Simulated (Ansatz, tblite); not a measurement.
Isomers of LiB$_{7}$⁻ (doublet), found by a short tight-binding search and relaxed with B3LYP-D4/def2-SVPD in Ansatz.

The xTB rows come from tblite. B3LYP takes the VWN-RPA correlation.

Run but left out: HF/STO-3G, HF/def2-SVPD, HF/def2-TZVPD, MP2/def2-SVPD, MP2/def2-TZVPD (A: ⟨S²⟩ 1.16 to 1.90, where a pure state has 0.75); CCSD/def2-SVPD, CCSD(T)/def2-SVPD (C: ⟨S²⟩ 1.66, where a pure state has 0.75).

A further structure is left out (⟨S²⟩ 1.13 to 2.14, where a pure state has 0.75); at PBE0-D4/def2-TZVPD its energy lies 1.61 eV above the lowest shown.

A: At r2SCAN-D4/def2-TZVPD, B97M-V/def2-TZVPD the charge -1 doublet is spin-contaminated (final ⟨S²⟩ up to 0.91, 0.75 for a pure state). C: At PBE-D4/def2-TZVPD, r2SCAN-D4/def2-TZVPD, B97M-V/def2-TZVPD, B3LYP-D4/def2-TZVPD the highest occupied level of the charge -1 doublet lies above zero (up to 0.59 eV). It is a level of α spin, whose loss leaves a singlet; that state wasn't run at this geometry and level. The electron is either unbound and held by the finite basis, or the level is raised by self-interaction error. At r2SCAN-D4/def2-TZVPD the charge -1 doublet is spin-contaminated (final ⟨S²⟩ up to 1.01, 0.75 for a pure state).

Other spin states weren't relaxed.

A:

```xyz
8

Li   -1.339   -0.665   -0.218
B    -0.620    1.443    0.312
B     0.852   -1.327   -0.275
B    -0.170    1.033   -1.211
B     0.583    0.290    0.095
B    -0.300    0.477    1.533
B     0.402   -0.919    1.249
B     0.592   -0.332   -1.486
```

B:

```xyz
8

Li   -2.486    0.035    1.303
B     2.233   -0.875    1.170
B    -0.658    0.100    0.094
B     2.118   -0.336   -0.261
B    -0.701    0.666   -1.456
B     0.740   -0.422    0.754
B    -2.017    0.643   -0.648
B     0.771    0.188   -0.957
```

C:

```xyz
8

Li    0.992    0.253   -1.611
B     0.688   -1.392    0.020
B    -0.782    0.392   -0.459
B    -0.669   -0.701    0.943
B    -0.620    0.843    1.275
B    -0.650   -1.179   -0.769
B     0.202    1.652    0.101
B     0.838    0.133    0.500
```

Task: Estimate which lies lowest at each level, and how far above it the others are (kJ/mol).

Result: 
```json
{"level": "GFN1-xTB", "A": "169.8", "B": "0.0", "C": "162.8"}
{"level": "GFN2-xTB", "A": "117.5", "B": "0.0", "C": "185.0"}
{"level": "PBE-D4/def2-TZVPD", "A": "0.0", "B": "100.8", "C": "133.2"}
{"level": "r2SCAN-D4/def2-TZVPD", "A": "0.0", "B": "98.6", "C": "141.8"}
{"level": "B97M-V/def2-TZVPD", "A": "0.0", "B": "91.2", "C": "128.2"}
{"level": "B3LYP-D4/def2-TZVPD", "A": "0.0", "B": "68.6", "C": "166.1"}
{"level": "PBE0-D4/def2-TZVPD", "A": "0.0", "B": "105.8", "C": "143.0"}
{"level": "ωB97X-V/def2-TZVPD", "A": "0.0", "B": "107.7", "C": "151.7"}
```
Point groups (tolerance 0.1 Å): A not assigned, B Cs, C Cs. Lower isomers may exist.
